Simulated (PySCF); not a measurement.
Compound: BCl2H3Pb.
Geometry (PBE0-D3(BJ)/def2-SVP, Å), atoms numbered from 1 in this order:
```
atom  x, y, z in Å
Cl1    2.1603    1.6805   -0.4201
B2     1.4300    0.0984   -0.5035
Cl3    2.4463   -1.2801   -0.8369
Pb4   -0.8349   -0.1797   -0.1665
H5    -1.1415   -0.8245    1.4452
H6    -1.5087   -1.3285   -1.3196
H7    -1.7068    1.3434   -0.3124
```

Level of theory: PBE0-D3(BJ)/def2-SVP geometry optimisation, gas phase, def2 core potentials past Kr (PySCF 2.14.0).

Take the most abundant isotopes and a rigid rotor. 

Problem. What are A, B and C (MHz)?

Solution. Ia = 165.89, Ib = 568.82, Ic = 726.62 u·Å²; 505379 MHz·u·Å²/I gives A = 3046, B = 888.5, C = 695.5 MHz.

Problem. What kind of rotor is it?

Solution. An asymmetric top: κ = (2 × 888.5 − 3046 − 695.5)/(3046 − 695.5) = -0.84.

Problem. Is it planar, by Δ = Ic − Ia − Ib?

Solution. Not planar: Δ = Ic − Ia − Ib = -8.08 u·Å². For a rigid frame Δ = −2 Σ m c², so Σ m c² = 4.04 u·Å² lies off the ab plane, practically all of it from hydrogen. The atom farthest from that plane is 1.61 Å away.

Problem. List the rotational levels J(Ka,Kc) to J = 5 (MHz).

Solution. Above 0(0,0):
J = 1: 1(0,1) 1584, 1(1,1) 3742, 1(1,0) 3935
J = 2: 2(0,2) 4740, 2(1,2) 6717, 2(1,1) 7296, 2(2,1) 13770, 2(2,0) 13782
J = 3: 3(0,3) 9442, 3(1,3) 11172, 3(1,2) 12329, 3(2,2) 18522, 3(2,1) 18583, 3(3,1) 29801, 3(3,0) 29802
J = 4: 4(0,4) 15658, 4(1,4) 17099, 4(1,3) 19025, 4(2,3) 24848, 4(2,2) 25030, 4(3,2) 36161, 4(3,1) 36164, 4(4,1) 51921, 4(4,0) 51921
J = 5: 5(0,5) 23344, 5(1,5) 24487, 5(1,4) 27368, 5(2,4) 32741, 5(2,3) 33156, 5(3,3) 44118, 5(3,2) 44132, 5(4,2) 59868, 5(4,1) 59868, 5(5,1) 80133, 5(5,0) 80133

Problem. Which lines would a microwave search look for?

Solution. The dipole components are |μa| = 0.28 D, |μb| = 0.01 D, |μc| = 0.01 D. The squared components, which scale the intensities, stand as 1.00 : 0.00 : 0.00 (a : b : c). Some lines, for components of 0.1 D or more:

```tsv
type	branch	J(Ka,Kc)	MHz	lower level (cm⁻¹)
a	Q	2(1,1) ← 2(1,2)	579	0.224
a	Q	3(1,2) ← 3(1,3)	1157	0.373
a	R	1(0,1) ← 0(0,0)	1584	0.000
a	R	2(1,2) ← 1(1,1)	2975	0.125
a	R	2(0,2) ← 1(0,1)	3156	0.053
a	R	2(1,1) ← 1(1,0)	3361	0.131
a	R	3(1,3) ← 2(1,2)	4455	0.224
a	R	3(0,3) ← 2(0,2)	4703	0.158
a	R	3(2,2) ← 2(2,1)	4752	0.459
a	R	3(2,1) ← 2(2,0)	4801	0.460
a	R	3(1,2) ← 2(1,1)	5033	0.243
```

Stationary, but not proved a minimum. These are rigid-rotor constants of the computed structure; measured ground-state constants (B0) also hold zero-point vibration. A rigid rotor knows nothing of internal rotation, which can split or shift real lines. Quadrupole hyperfine structure (11B, 35Cl) is left out.
